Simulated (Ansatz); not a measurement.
Input file for Ansatz (an electronic-structure program): U-CCSD(T)/def2-TZVPP on Be2-, 2S+1 = 4, a spin state set in the input, which need not be the lowest, a point of a bond scan (R = 2.026 Å). Charge -1.

Ansatz 0.2 input:
```yaml
crystal:
  periodic: [false, false, false]
  atoms:
    - {symbol: Be, position_ang: [0.00000000, 0.00000000, 0.00000000]}
    - {symbol: Be, position_ang: [0.00000000, 0.00000000, 2.02551000]}
basis:
  gaussian:
    orbitals: def2-TZVPP
total_charge: -1
magnetization: {spin_polarized: true, initial_magnetization: 3}
correlation: {method: ccsd_t, electrons: valence}
output: {orbitals: {seedname: ./end}}
```

The log:

```
WARN ansatz: RAYON_NUM_THREADS=2 ignored (pool sized by the plan → 2); use --threads N
Functional definition: HF
integrals: 0.01 GiB planned
314 factors; integrals over basis functions are off by at most 9.0e-4 eV
mean field: 0.06 GiB planned
mean field evaluation 1: about -791.4933 eV, gradient 5.9e0 eV
mean field evaluation 2: about -791.5057 eV, gradient 5.8e0 eV
mean field evaluation 4: about -792.4678 eV, gradient 1.7e0 eV
mean field evaluation 8: about -792.7113 eV, gradient 9.3e-2 eV
mean field evaluation 16: about -793.0584 eV, gradient 5.7e-1 eV
mean field evaluation 32: about -793.0906 eV, gradient 2.4e-6 eV
mean field evaluation 64: about -793.0906 eV, gradient 1.6e-6 eV
mean field evaluation 96: about -793.0896 eV, gradient 4.3e-2 eV
mean field evaluation 128: about -793.0875 eV, gradient 4.3e-1 eV
mean field evaluation 160: about -791.0252 eV, gradient 6.2e-1 eV
mean field evaluation 192: about -790.4193 eV, gradient 8.4e-2 eV
mean field evaluation 224: about -791.0837 eV, gradient 3.0e0 eV
mean field evaluation 256: about -789.7005 eV, gradient 1.6e-1 eV
mean field evaluation 288: about -790.0645 eV, gradient 5.6e-1 eV
mean field evaluation 320: about -790.0052 eV, gradient 1.2e0 eV
mean field evaluation 352: about -790.2281 eV, gradient 2.4e-1 eV
mean field evaluation 384: about -790.1705 eV, gradient 3.6e-4 eV
mean field evaluation 416: about -790.4169 eV, gradient 1.2e-2 eV
mean field evaluation 448: about -790.0726 eV, gradient 3.3e-1 eV
mean field evaluation 480: about -789.7008 eV, gradient 7.8e-2 eV
mean field evaluation 512: about -788.8275 eV, gradient 5.0e-4 eV
mean field evaluation 544: about -790.7766 eV, gradient 1.1e0 eV
mean field evaluation 576: about -789.7015 eV, gradient 2.6e-3 eV
mean field evaluation 608: about -790.0778 eV, gradient 1.5e-1 eV
mean field evaluation 640: about -790.4169 eV, gradient 2.4e-4 eV
mean field -793.09057544 eV, -29.1455410712 hartree, gradient 1.2e-6 eV, S^2 3.759145; 23 other end points of the search recorded, 0 dependent functions left out
determinant -793.09057544 eV, -29.1455410712 hartree, with singles and doubles -796.64860518 eV, -29.2762962527 hartree
determinant -792.71162480 eV, -29.1316148922 hartree, with singles and doubles -796.52320274 eV, -29.2716877977 hartree
determinant -791.04783081 eV, -29.0704715907 hartree, with singles and doubles -794.31235071 eV, -29.1904404842 hartree
determinant -790.82444716 eV, -29.0622623931 hartree, with singles and doubles -794.04299854 eV, -29.1805419746 hartree
determinant -790.47931885 eV, -29.0495791617 hartree, with singles and doubles -793.69703458 eV, -29.1678280337 hartree
determinant -790.41686300 eV, -29.0472839515 hartree, with singles and doubles -794.13057439 eV, -29.1837603276 hartree
determinant -790.23489844 eV, -29.0405968773 hartree, with singles and doubles -793.73731220 eV, -29.1693082087 hartree
determinant -790.17051587 eV, -29.0382308613 hartree, with singles and doubles -794.64967162 eV, -29.2028367992 hartree
determinant -790.09543006 eV, -29.0354715088 hartree, with singles and doubles -794.09342880 eV, -29.1823952525 hartree
determinant -790.07851866 eV, -29.0348500263 hartree, with singles and doubles -793.64371517 eV, -29.1658685815 hartree
determinant -789.83836695 eV, -29.0260246136 hartree, with singles and doubles -794.55966079 eV, -29.1995289620 hartree
determinant -789.81174286 eV, -29.0250461966 hartree, with singles and doubles -793.80348283 eV, -29.1717399345 hartree
determinant -789.70152390 eV, -29.0209957243 hartree, with singles and doubles -793.65660208 eV, -29.1663421666 hartree
determinant -793.09057544 eV, -29.1455410712 hartree, with singles and doubles -796.64928366 eV, -29.2763211863 hartree
determinant -792.71162480 eV, -29.1316148922 hartree, with singles and doubles -796.53046571 eV, -29.2719547071 hartree
reference -793.09057544 eV, -29.1455410712 hartree; 6, 3 occupied and 32, 35 virtual orbitals, 314 factors
second order -2.85222309 eV of doubles, -0.00000000 eV of singles
coupled cluster: 0.08 GiB planned
cycle   1  -3.55870725 eV  change    9.7e-7 eV  update   1.8e-6
perturbative correction -0.09152258 eV, -0.0033633929 hartree
Total energy: -796.74080527 eV, -29.2796845435 hartree
```

The run converged.

Cost: roughly 10 core-seconds.
